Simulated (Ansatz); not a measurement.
Geometry optimisation, RKS B3LYP/def2-SVP in Ansatz 0.2.0.

Input file:

```yaml
crystal:
  periodic: [false, false, false]
  atoms:
    - { symbol: Ge, position_ang: [-0.963784, 0.368778, 0.084092] }
    - { symbol: C, position_ang: [0.412053, -0.633859, -0.8645] }
    - { symbol: F, position_ang: [-2.442473, 0.445407, -0.806015] }
    - { symbol: F, position_ang: [-1.398259, -0.30449, 1.611938] }
    - { symbol: F, position_ang: [-0.553958, 2.015527, 0.402695] }
    - { symbol: H, position_ang: [1.555582, 0.026846, 1.118926] }
    - { symbol: H, position_ang: [1.414866, 0.53849, 1.577318] }
    - { symbol: H, position_ang: [0.732494, -1.476954, -0.239343] }
    - { symbol: H, position_ang: [-0.013653, -1.010783, -1.804988] }
    - { symbol: H, position_ang: [1.257233, 0.030938, -1.080222] }
basis:
  gaussian: { orbitals: def2-SVP }
hamiltonian:
  xc: b3lyp
relax:
  f_tol: 0.03
  max_steps: 50
```

Launched with:

```bash
$ ansatz run input.yaml --threads 2 --pin off --max-ram 3072MiB --backend cpu --events-out ev --progress --plain --runs-dir out
```

**Question.** Where does it end, and by what steps?

**Answer.** It converged. The force dipped under the threshold on the way, but the program's further checks kept it going. After 23 steps the energy has fallen by 0.257 eV; H6 moved furthest, 1.90 Å.

| step | energy less start (eV) | largest force component (eV/Å) | accepted |
| --- | --- | --- | --- |
| 0 | 0.0000 | 1.812 | yes |
| 1 | -0.1459 | 0.181 | yes |
| 2 | -0.1780 | 0.593 | yes |
| 3 | -0.2113 | 0.083 | yes |
| 4 | -0.2212 | 0.198 | yes |
| 5 | -0.2250 | 0.544 | yes |
| 6 | -0.2356 | 0.171 | yes |
| 7 | -0.2234 | 0.377 | no |
| 8 | -0.2382 | 0.028 | yes |
| 9 | -0.2411 | 0.029 | yes |
| 10 | -0.2418 | 0.288 | yes |
| 11 | -0.2457 | 0.079 | yes |
| 12 | -0.2475 | 0.122 | yes |
| 13 | -0.2492 | 0.101 | yes |
| 14 | -0.2506 | 0.101 | yes |
| 15 | -0.2512 | 0.172 | yes |
| 16 | -0.2523 | 0.074 | yes |
| 17 | -0.2534 | 0.029 | yes |
| 18 | -0.2545 | 0.031 | yes |
| 19 | -0.2524 | 0.293 | no |
| 20 | -0.2552 | 0.124 | yes |
| 21 | -0.2557 | 0.128 | yes |
| 22 | -0.2565 | 0.038 | yes |
| 23 | -0.2569 | 0.014 | yes |

```xyz
10
Properties=species:S:1:pos:R:3
Ge -1.113 0.151 -0.046
C 0.109 -0.877 -1.122
F -2.177 1.144 -0.973
F -2.137 -0.817 0.950
F -0.317 1.236 1.043
H 2.673 1.147 2.169
H 1.948 1.223 1.949
H 0.563 -1.662 -0.502
H -0.442 -1.333 -1.956
H 0.892 -0.212 -1.512
```

Whether the end is a true minimum wasn't checked by a vibrational analysis.

Time of the run: 56 s on 2 threads of Intel(R) Xeon(R) Platinum 8488C (Sapphire Rapids) (shared host), peak memory 0.29 GiB.
